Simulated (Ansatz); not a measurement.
2 `NBCl` → `Cl[B@H-]1[NH2+][B@@H-](Cl)[NH2+]1`  (dimerisation)

Program: Ansatz. Geometries: PBE0-D4/def2-TZVP. ΔE: electronic, gas phase. CCSD(T)/CBS is the MP2 limit (def2-TZVPP, def2-QZVPP) plus CCSD(T) − MP2 in def2-TZVPP, frozen cores. Functionals use def2-TZVPP. One conformer a species, not always the lowest.

Task: Is it downhill or uphill in electronic energy at CCSD(T)/CBS, and by how much? (Estimate.)

Result: Ansatz gave: Downhill: ΔE = -82.7 kJ/mol.

Task: What do these levels give: revPBE-D4, B97M-V, BHLYP-D4, ωB97M-V, B2PLYP, r2SCAN, CAM-B3LYP, CCSD/def2-SVP, MP2/def2-TZVPP, CCSD/def2-TZVPP, HF/def2-QZVPP, MP2/CBS(def2)? (Estimate.)

Result: Computed: revPBE-D4 -87.7, B97M-V -67.6, BHLYP-D4 -68.7, ωB97M-V -81.4, B2PLYP -56.7, r2SCAN -75.2, CAM-B3LYP -57.1, CCSD/def2-SVP -90.2, MP2/def2-TZVPP -92.4, CCSD/def2-TZVPP -77.1, HF/def2-QZVPP -16.5, MP2/CBS(def2) -91.7 kJ/mol.

Largest T1 diagnostic among the species: 0.011.

At CCSD(T), def2-SVP lies −12.0 kJ/mol from the extrapolated value and def2-TZVPP −0.8 kJ/mol. Leaving LDA and LC-ωPBE aside and taking each functional with its dispersion term where it has one, the values, not all of them listed here, spread over 44.6 kJ/mol, from PBE-QIDH to BLYP-D4. LDA lies −60.8 kJ/mol from PBE without D4.
